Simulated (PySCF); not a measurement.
Vibration and rotation of KB⁻

ROHF-SCS-MP2 constants of KB⁻, doublet, unpaired electrons π ↑ (basis K aug-cc-pVDZ-X2C, B aug-cc-pVDZ-DK; spin-free X2C with a Gaussian nucleus; PySCF 2.14; masses 38.9637 and 11.0093 u):

```
ωe              : 160.1 cm⁻¹
ωexe            : 3.24 cm⁻¹
Be              : 0.19186 cm⁻¹
αe              : 0.00431 cm⁻¹
D (centrifugal) : 1.1e-06 cm⁻¹
De to K⁻ + B    : 0.340 eV
```

Problem. Give the vibrational terms G(v) and spacings up to v = 3.

Solution. G(v) = ωe(v+½) − ωexe(v+½)².

| v | G(v) (cm⁻¹) | G(v) − G(v−1) | Bv (cm⁻¹) |
| --- | --- | --- | --- |
| 0 | 79 |  | 0.1897 |
| 1 | 233 | 154 | 0.1854 |
| 2 | 380 | 147 | 0.1811 |
| 3 | 521 | 141 | 0.1768 |

Problem. How well does the Morse estimate ωe²/(4ωexe) reproduce De, and what is D0?

Solution. It gives 0.245 eV, 72 % of the computed De. D0 = De − G(0) = 0.340 − 0.010 = 0.330 eV.

Correlated steps freeze 6 core orbitals. The bond is weak. Basis-set superposition, not corrected here, can be much of De in a small basis, most of all at correlated wavefunction levels. For an ion De counts to the pair picked by the measured ionisation energies or electron affinities, which need not be the lowest pair at this level. The state was picked by a PBE0 search and need not be the measured ground state.
